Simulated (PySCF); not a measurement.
boroxine (B₃H₃O₃), SMILES B1OBOBO1.

Geometry optimised at ωB97X-D3(BJ)/def2-SVP.

Two levels are set side by side: PBE/def2-TZVP (PySCF) and ωB97X/def2-TZVP (PySCF). Same geometry, gas phase. Differences are taken from unrounded values.

| quantity | ωB97X |
|---|---|
| orbital gap (eV) | 13.82 |
| highest occupied level (eV) | -12.11 |
| lowest empty level (eV) | 1.71 |
| mean polarisability (bohr³) | 43.8 |

Problem. What does PBE give, and how far is it from ωB97X? (Estimate from the structure and the level; the computed values follow.)

Solution. 
```csv
quantity,PBE,PBE minus ωB97X
orbital gap (eV),6.32,-7.50
highest occupied level (eV),-8.01,4.10
lowest empty level (eV),-1.69,-3.40
mean polarisability (bohr³),46.4,2.6
```

PBE's occupied levels lie high since its potential decays too fast outside the molecule; exact exchange lowers them and widens the gap. Loosely held outer electrons make PBE densities more polarisable. Differences between two approximate levels are no errors against the true value.

Rough cost on one machine, each run with all the roots and properties that it gave: ωB97X against PBE within a factor of 2.
